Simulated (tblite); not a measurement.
Species: C4H10OSi.
Bonds: C1–C2, C2–O3, O3–Si4, Si4–C5, C5–C6, Si4–C6. Hydrogens: H7, H8, H9 on C1; H10, H11 on C2; H12 on Si4; H13, H14 on C5; H15, H16 on C6.

Computed with GFN2-xTB (tblite), gas phase: Langevin dynamics at 400 K from the optimised GFN2-xTB geometry, time step 0.5 fs, friction 0.01 fs⁻¹, 2000 steps. The instantaneous temperature is 2·E(kin)/(3Nk) with all 3N coordinates.

```
t (fs)  T (K)  E(pot) above start (eV)  C1–C2 (Å)  C2–O3 (Å)  O3–Si4 (Å)  Si4–C5 (Å)  C5–C6 (Å)  C1–H7 (Å)  C1–C2–O3–Si4 (°)
     0    325                    0.000      1.522      1.402       1.619       1.880      1.557      1.087              -131
    25    139                    0.430      1.527      1.442       1.623       1.880      1.532      1.142              -126
    50    298                    0.497      1.538      1.393       1.582       1.901      1.551      1.116              -131
    75    263                    0.687      1.509      1.422       1.611       1.880      1.549      1.016              -130
   100    296                    0.586      1.523      1.447       1.661       1.850      1.592      1.106              -128
   125    332                    0.456      1.570      1.396       1.609       1.887      1.484      1.122              -126
   150    304                    0.665      1.547      1.381       1.664       1.919      1.588      1.061              -126
   175    369                    0.624      1.492      1.350       1.623       1.848      1.572      1.079              -128
   200    346                    0.749      1.548      1.393       1.665       1.891      1.500      1.088              -134
   225    368                    0.745      1.544      1.401       1.650       1.802      1.530      1.064              -131
   250    350                    0.665      1.555      1.383       1.649       1.948      1.557      1.069              -140
   275    341                    0.749      1.552      1.382       1.611       1.866      1.619      1.105              -146
   300    514                    0.622      1.503      1.462       1.609       1.943      1.561      1.095              -157
   325    427                    0.842      1.467      1.491       1.560       1.806      1.535      1.113              -167
   350    575                    0.599      1.505      1.440       1.632       1.886      1.528      1.131               179
   375    525                    0.811      1.555      1.355       1.637       1.884      1.548      1.079               176
   400    400                    0.871      1.563      1.380       1.654       1.928      1.562      1.102               171
   425    411                    0.912      1.485      1.380       1.600       1.873      1.526      1.082               169
   450    319                    0.721      1.454      1.417       1.612       1.904      1.514      1.075               166
   475    461                    0.499      1.516      1.412       1.626       1.817      1.580      1.128               170
   500    276                    0.587      1.522      1.399       1.600       1.926      1.529      1.087               164
   525    288                    0.689      1.519      1.442       1.597       1.894      1.547      1.087               159
   550    358                    0.681      1.496      1.448       1.613       1.847      1.549      1.111               150
   575    372                    0.671      1.495      1.428       1.590       1.880      1.569      1.092               147
   600    395                    0.677      1.517      1.438       1.618       1.861      1.606      1.114               150
   625    367                    0.843      1.530      1.357       1.646       1.982      1.549      1.060               149
   650    367                    1.033      1.513      1.348       1.665       1.808      1.604      1.057               153
   675    362                    0.768      1.524      1.373       1.627       1.894      1.498      1.085               139
   700    414                    0.643      1.500      1.407       1.652       1.842      1.527      1.145               129
   725    329                    0.645      1.476      1.379       1.641       1.936      1.605      1.095               141
   750    323                    0.576      1.590      1.401       1.613       1.885      1.566      1.090               154
   775    316                    0.438      1.607      1.446       1.588       1.878      1.548      1.112               160
   800    317                    0.406      1.543      1.410       1.657       1.852      1.530      1.077               172
   825    239                    0.510      1.550      1.386       1.643       1.895      1.554      1.095              -171
   850    247                    0.612      1.551      1.453       1.602       1.888      1.557      1.126              -160
   875    344                    0.578      1.508      1.423       1.571       1.902      1.557      1.067              -155
   900    357                    0.685      1.545      1.376       1.686       1.898      1.585      1.076              -164
   925    473                    0.455      1.560      1.366       1.640       1.855      1.539      1.128              -173
   950    330                    0.722      1.498      1.398       1.649       1.892      1.512      1.122               176
   975    394                    0.601      1.530      1.435       1.646       1.863      1.616      1.062               167
  1000    387                    0.824      1.474      1.468       1.589       1.920      1.590      1.032               167
```

Problem. From 500 fs on, how do temperature and potential energy compare with equipartition?

Solution. The mean temperature of these 21 frames is 345 K against the target 400 K, and the mean potential energy 0.65 eV against 42 × kT/2 = 0.72 eV for 42 classical harmonic modes. For 16 atoms in a canonical ensemble the temperature itself scatters by T·√(2/(3N)) = 82 K; here its standard deviation is 54 K. The whole run lasts only 10 friction times of 100 fs, so these averages carry a wide statistical error.

Problem. What are the kinetic and total energies of the listed frame with the highest potential energy?

Solution. The one at 650 fs, 1.033 eV above the start. Its kinetic energy is 3NkT/2 = 0.759 eV at 367 K, so the sum is 1.79 eV; over the listed frames the sum runs from 0.67 to 1.90 eV, since the thermostat adds and removes energy.

Problem. How much do the listed bonds fluctuate from 500 fs on?

Solution. 
```json
{"bond": "C1–C2", "at the start (Å)": "1.522", "mean (Å)": "1.526", "standard deviation (Å)": "0.033"}
{"bond": "C2–O3", "at the start (Å)": "1.402", "mean (Å)": "1.409", "standard deviation (Å)": "0.034"}
{"bond": "O3–Si4", "at the start (Å)": "1.619", "mean (Å)": "1.625", "standard deviation (Å)": "0.030"}
{"bond": "Si4–C5", "at the start (Å)": "1.880", "mean (Å)": "1.886", "standard deviation (Å)": "0.036"}
{"bond": "C5–C6", "at the start (Å)": "1.557", "mean (Å)": "1.559", "standard deviation (Å)": "0.032"}
{"bond": "C1–H7", "at the start (Å)": "1.087", "mean (Å)": "1.092", "standard deviation (Å)": "0.027"}
```

The motion is classical and holds no zero-point motion.

The cost below is that of the whole dynamics run. On one thread of an Intel Xeon at 2.50 GHz, no GPU, shared host, this took 74 s wall, 35 s CPU and 0.19 GiB of memory at its peak.
